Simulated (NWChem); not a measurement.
All runs are NWChem calculations. System: B2F3, charge 0, spin multiplicity 2, at a geometry optimised with UPBE/def2-SVP. The structure started from a generated list of species. Its SCF solution wasn't tested for a lower state. Level: G0W0@UPBE0/def2-TZVP, RI basis def2-tzvp-rifit.

Input file:

```
start mol
memory heap 200 mb stack 700 mb global 1700 mb
geometry units angstroms nocenter noautoz
  F     -2.245224    -0.181641     0.000000
  B     -1.065154     0.371473     0.000000
  B      0.568143     0.014145     0.000000
  F      1.260671    -0.016296     1.144359
  F      1.260671    -0.016296    -1.144359
  symmetry group Cs
end
basis spherical
  * library def2-tzvp
end
basis "ri basis" bse spherical
  * library def2-tzvp-rifit
end
dft
  xc pbe0
  odft
  mult 2
  iterations 100
  direct
  tolerances tight
end
task dft energy
gw
  method cdgw
  states alpha occ 4 vir 2
  states beta occ 4 vir 2
end
task dft gw
```

Output (cleaned and shortened):

```
             Northwest Computational Chemistry Package (NWChem) 7.3.0
             --------------------------------------------------------

                                NWChem Input Module
                                -------------------

 Scaling coordinates for geometry "geometry" by  1.889725989
 (inverse scale =  0.529177249)

 Turning off AUTOSYM since
 SYMMETRY directive was detected!

                             Geometry "geometry" -> ""
                             -------------------------

 Output coordinates in angstroms (scale by  1.889725989 to convert to a.u.)

  No.       Tag          Charge          X              Y              Z
 ---- ---------------- ---------- -------------- -------------- --------------
    1 F                    9.0000    -2.24522400    -0.18164100     0.00000000
    2 B                    5.0000    -1.06515400     0.37147300     0.00000000
    3 B                    5.0000     0.56814300     0.01414500     0.00000000
    4 F                    9.0000     1.26067100    -0.01629600     1.14435900
    5 F                    9.0000     1.26067100    -0.01629600    -1.14435900

 Effective nuclear repulsion energy (a.u.)     130.3460025494

            Nuclear Dipole moment (a.u.)
            ----------------------------
        X                 Y               Z
 ---------------- ---------------- ----------------
     0.0000132281    -0.0000132281     0.0000000000

      Symmetry information
      --------------------

 Group name             Cs
 Group number              2
 Group order               2
 No. of unique centers     4

      Symmetry unique atoms

     1    2    3    4


 Summary of "ao basis" -> "" (spherical)
 ------------------------------------------------------------------------------
       Tag                 Description            Shells   Functions and Types
 ---------------- ------------------------------  ------  ---------------------
 *                         def2-tzvp                  on all atoms

 new library libraries.bse/

 Summary of "ri basis" -> "" (spherical)
 ------------------------------------------------------------------------------
[...]
     -   - - -        -----         -----         ----         -------
     0   0 0 0     -0.000000    -19.000000    -18.000000     37.000000

     1   1 0 0     -0.464996      0.552079     -1.017088      0.000013
     1   0 1 0     -0.043030     -0.541657      0.498640     -0.000013
     1   0 0 1      0.000000      0.000000      0.000000      0.000000

     2   2 0 0    -21.381301   -158.263536   -153.313947    290.196183
     2   1 1 0     -0.031258     -1.153679     -3.742921      4.865342
     2   1 0 1     -0.000000     -0.000000      0.000000      0.000000
     2   0 2 0    -19.008954    -13.390841     -9.163046      3.544933
     2   0 1 1      0.000000     -0.000000      0.000000      0.000000
     2   0 0 2    -20.060521    -52.742288    -51.495487     84.177254

 Task  times  cpu:       14.9s     wall:       14.9s

                                NWChem Input Module
                                -------------------

                                 NWChem GW Module
                                 ----------------

                             ***********************
                             ***        GW       ***
                             ***********************

 Summary of "ri basis" -> "ri basis" (spherical)
 ------------------------------------------------------------------------------
       Tag                 Description            Shells   Functions and Types
 ---------------- ------------------------------  ------  ---------------------
 F                      def2-tzvp-rifit             22       76   8s6p4d3f1g
 B                      def2-tzvp-rifit             22       76   8s6p4d3f1g

                 Memory Information
                 ------------------
          Available GA per process is          1699.6 MBs
          Available stack per process is        700.0 MBs
          Available heap per process is           0.0 MBs

          Peak memory in Initialization
              Peak GA per process is                 19.8 MBs
              Peak stack per process is               0.3 MBs
              Peak heap per process is               20.1 MBs
              Memory not in MA per process            0.0 MBs

          Peak memory in CDGW Calculation
              Peak GA per process is                 22.0 MBs
              Peak stack per process is               2.2 MBs
              Peak heap per process is                4.1 MBs
              Memory not in MA per process            0.0 MBs

          Computing 2-center integrals
          Computing Inverse Cholesky factor
          Computing 3-center integrals
          Computing Vxc

          Computing Sigma_x
          Computing W(iw) on the imaginary grid
          Solving quasiparticle equations

                  Alpha Orbitals
          State     Energy (eV)     Error (eV)
          -----------------------------------
@GW        16        -15.145           0.002
@GW        17        -14.868           0.002
@GW        18        -13.909           0.003
@GW        19         -8.453           0.002
@GW        20          0.292           0.002
@GW        21          1.492           0.005

                   Beta Orbitals
          State     Energy (eV)     Error (eV)
          -----------------------------------
@GW        15        -16.325           0.002
@GW        16        -15.055           0.002
@GW        17        -14.843           0.002
@GW        18        -13.512           0.002
@GW        19         -0.168           0.002
@GW        20          0.677           0.005

     GW Timing Statistics
   ------------------------
   Init.   :          0.1s
     ERIs  :          1.1s
     Distr.:          0.0s
     Vxc   :          1.5s
   Vmo     :          0.0s
   iW      :          4.9s
   I_n     :          0.0s
   R_n     :          1.5s
   GW total:          9.1s

 Task  times  cpu:        9.1s     wall:        9.1s

 Total times  cpu:       24.1s     wall:       24.1s
```
